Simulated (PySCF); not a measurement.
PySCF 2.14 output of an unrestricted M06-L calculation on a single atom or ion in x2c-TZVPPall with one added diffuse shell each of s, p, d, f type (12s8p8d5f2g, 129 functions), with the spin-free X2C one-electron Hamiltonian (Gaussian nucleus):

```
SCF conv_tol = 1e-09
number electrons alpha = 33  beta = 28
    Y. Zhao and D. G. Truhlar.,  J. Chem. Phys. 125, 194101 (2006)
    Y. Zhao and D. G. Truhlar.,  J. Chem. Phys. 125, 194101 (2006)
    Y. Zhao and D. G. Truhlar.,  Theor. Chem. Acc. 120, 215 (2008)
cycle= 1 E= -10019.6200175676  delta_E= -0.0205  |g|= 0.163  |ddm|= 0.549
cycle= 2 E= -10019.6120774063  delta_E= 0.00794  |g|= 0.291  |ddm|= 0.344
cycle= 3 E= -10019.6246236948  delta_E= -0.0125  |g|= 0.0101  |ddm|= 0.187
cycle= 4 E= -10019.6246520567  delta_E= -2.84e-05  |g|= 0.00234  |ddm|= 0.0146
cycle= 5 E= -10019.6246533413  delta_E= -1.28e-06  |g|= 0.00021  |ddm|= 0.00522
cycle= 6 E= -10019.6246533829  delta_E= -4.16e-08  |g|= 4.47e-05  |ddm|= 0.00103
cycle= 7 E= -10019.6246533854  delta_E= -2.42e-09  |g|= 1.29e-05  |ddm|= 0.000216
cycle= 8 E= -10019.6246533855  delta_E= -1.13e-10  |g|= 1.71e-06  |ddm|= 5.39e-05
converged SCF energy = -10019.6246533855  <S^2> = 8.7558465  2S+1 = 6.0019485
```

The run itself started from symmetry-adapted Hartree-Fock orbitals and held the occupation by maximum overlap, on a logarithmic radial grid, so the iterations belong to that start.

Which element, charge and spin multiplicity is this?

Pm (promethium, neutral), multiplicity 6; the state was [Xe] 4f5 6s2, one real determinant.

⟨L²⟩ = 24.01 against 30 for a pure H term, so this real determinant mixes terms. Spin-orbit coupling, absent here, splits the open shell strongly.
